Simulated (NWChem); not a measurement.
All runs are NWChem calculations. System: HIPb, charge 0, spin multiplicity 1, at a geometry optimised with PBE0/def2-SVP with def2 effective core potentials on I, Pb. The structure started from a generated list of species. Level: G0W0@PBE0/def2-QZVP with def2 effective core potentials on I, Pb, RI basis def2-qzvp-rifit, no spin-orbit coupling.

NWChem printed:

```
             Northwest Computational Chemistry Package (NWChem) 7.3.0
             --------------------------------------------------------

                                NWChem Input Module
                                -------------------

 Scaling coordinates for geometry "geometry" by  1.889725989
 (inverse scale =  0.529177249)

 Turning off AUTOSYM since
 SYMMETRY directive was detected!

                             Geometry "geometry" -> ""
                             -------------------------

 Output coordinates in angstroms (scale by  1.889725989 to convert to a.u.)

  No.       Tag          Charge          X              Y              Z
 ---- ---------------- ---------- -------------- -------------- --------------
    1 Pb                  82.0000    -0.74843800     0.80956800     0.00000000
    2 H                    1.0000     0.56390900     2.12558300     0.00000000
    3 I                   53.0000     1.14732100    -1.29264400     0.00000000

 Effective nuclear repulsion energy (a.u.)     843.8694747297

            Nuclear Dipole moment (a.u.)
            ----------------------------
        X                 Y               Z
 ---------------- ---------------- ----------------
     0.0000113384     0.0000510226     0.0000000000

      Symmetry information
      --------------------

 Group name             Cs
 Group number              2
 Group order               2
 No. of unique centers     3

      Symmetry unique atoms

     1    2    3


 Summary of "ao basis" -> "" (spherical)
 ------------------------------------------------------------------------------
       Tag                 Description            Shells   Functions and Types
 ---------------- ------------------------------  ------  ---------------------
 *                         def2-qzvp                  on all atoms

 Summary of "ri basis" -> "" (spherical)
 ------------------------------------------------------------------------------
       Tag                 Description            Shells   Functions and Types
 ---------------- ------------------------------  ------  ---------------------
 *                      def2-qzvp-rifit               on all atoms

                                 NWChem DFT Module
                                 -----------------

 Summary of "ao basis" -> "ao basis" (spherical)
 ------------------------------------------------------------------------------
       Tag                 Description            Shells   Functions and Types
[...]
  ----- ------------  ---------------      ----- ------------  ---------------
     6      1.161268  1 Pb s                 86     -1.149761  2 H  s
    21      0.558235  1 Pb py                 7     -0.535399  1 Pb s
    24      0.492469  1 Pb py                23      0.465318  1 Pb px
     3     -0.251375  1 Pb s                 20      0.247664  1 Pb px
   118      0.227366  3 I  s                  4      0.200831  1 Pb s

 center of mass
 --------------
 x =  -0.05341305 y =   0.03643682 z =   0.00000000

 moments of inertia (a.u.)
 ------------------
        1259.792979050575        1117.127037202389           0.000000000000
        1117.127037202389        1012.742996045146           0.000000000000
           0.000000000000           0.000000000000        2272.535975095721

     Multipole analysis of the density
     ---------------------------------

     L   x y z        total         alpha         beta         nuclear
     -   - - -        -----         -----         ----         -------
     0   0 0 0     -0.000000    -24.000000    -24.000000     48.000000

     1   1 0 0     -1.165946    -12.659548    -12.659548     24.153151
     1   0 1 0      0.751165     12.073006     12.073006    -23.394847
     1   0 0 1     -0.000000     -0.000000     -0.000000      0.000000

     2   2 0 0    -42.214460   -102.438466   -102.438466    162.662472
     2   1 1 0     -1.797048     86.964579     86.964579   -175.726207
     2   1 0 1     -0.000000     -0.000000     -0.000000      0.000000
     2   0 2 0    -43.437283   -130.118519   -130.118519    216.799755
     2   0 1 1      0.000000      0.000000      0.000000      0.000000
     2   0 0 2    -39.264932    -19.632466    -19.632466      0.000000

 Task  times  cpu:      112.4s     wall:      112.4s

                                NWChem Input Module
                                -------------------

                                 NWChem GW Module
                                 ----------------

                             ***********************
                             ***        GW       ***
                             ***********************

 Summary of "ri basis" -> "ri basis" (spherical)
 ------------------------------------------------------------------------------
       Tag                 Description            Shells   Functions and Types
 ---------------- ------------------------------  ------  ---------------------
 Pb                     def2-qzvp-rifit             49      265   10s10p9d8f6g4h2i
 H                      def2-qzvp-rifit             16       56   6s4p3d2f1g
 I                      def2-qzvp-rifit             50      276   10s10p9d8f6g5h2i

                 Memory Information
                 ------------------
          Available GA per process is          1699.7 MBs
          Available stack per process is        700.0 MBs
          Available heap per process is           0.1 MBs

          Peak memory in Initialization
              Peak GA per process is                 26.0 MBs
              Peak stack per process is               0.4 MBs
              Peak heap per process is               27.2 MBs
              Memory not in MA per process            0.0 MBs

          Peak memory in CDGW Calculation
              Peak GA per process is                 31.8 MBs
              Peak stack per process is               5.5 MBs
              Peak heap per process is                5.0 MBs
              Memory not in MA per process            0.0 MBs

          Computing 2-center integrals
          Computing Inverse Cholesky factor
          Computing 3-center integrals
          Computing Vxc

          Computing Sigma_x
          Computing W(iw) on the imaginary grid
          Solving quasiparticle equations

                  Alpha Orbitals
          State     Energy (eV)     Error (eV)
          -----------------------------------
@GW        21        -10.212           0.004
@GW        22         -9.542           0.004
@GW        23         -9.215           0.005
@GW        24         -8.724           0.002
@GW        25         -1.529           0.004
@GW        26          0.164           0.004

     GW Timing Statistics
   ------------------------
   Init.   :          0.3s
     ERIs  :          5.5s
     Distr.:          0.1s
     Vxc   :         12.2s
   Vmo     :          0.0s
   iW      :          8.4s
   I_n     :          0.0s
   R_n     :          0.8s
   GW total:         27.2s

 Task  times  cpu:       27.2s     wall:       27.2s

 Total times  cpu:      139.7s     wall:      139.7s
```

Write an NWChem input that would produce this output.

Several could match; the one computed here: 
```
start mol
memory heap 200 mb stack 700 mb global 1700 mb
geometry units angstroms nocenter noautoz
  Pb    -0.748438     0.809568     0.000000
  H      0.563909     2.125583     0.000000
  I      1.147321    -1.292644     0.000000
  symmetry group Cs
end
basis spherical
  * library def2-qzvp
end
ecp
  I library def2-ecp
  Pb library def2-ecp
end
basis "ri basis" bse spherical
  * library def2-qzvp-rifit
end
dft
  xc pbe0
  iterations 100
  direct
  tolerances tight
end
task dft energy
gw
  method cdgw
  states alpha occ 4 vir 2
end
task dft gw
```
